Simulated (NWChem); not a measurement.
System: C4H4BF; SMILES C#CB(F)C=C

The following NWChem deck was run.

```
start job
memory heap 200 mb stack 900 mb global 1100 mb
geometry units angstroms noautoz
  C     -0.475450    -2.715631     0.000000
  C     -0.142618    -1.544550     0.000000
  B      0.227724    -0.055350     0.000000
  F      1.520101     0.270270     0.000000
  C     -0.835366     1.074711     0.000000
  C     -0.478588     2.368901     0.000000
  H     -0.761429    -3.752699     0.000000
  H     -1.900976     0.819707     0.000000
  H      0.576926     2.662351     0.000000
  H     -1.211967     3.182511     0.000000
end
basis spherical
  C library 3-21g
  B library 3-21g
  F library 3-21g
  H library 3-21g
end
dft
  xc pbe0
  iterations 150
  mulliken
end
task dft energy
```

Structure relaxed at the PBE0/def2-SVP level.

**Question.** What results follow from this input? (PBE0/3-21G.) Quantities: basis functions; energy (Ha); highest occupied level (eV); orbital gap (eV); dipole (D).

**Answer.** 
| Quantity | Result |
|---|---|
| number of basis functions | 62 |
| energy (Ha) | -277.67 |
| highest occupied level (eV) | -8.08 |
| orbital gap (eV) | 6.33 |
| dipole (D) | 1.39 |
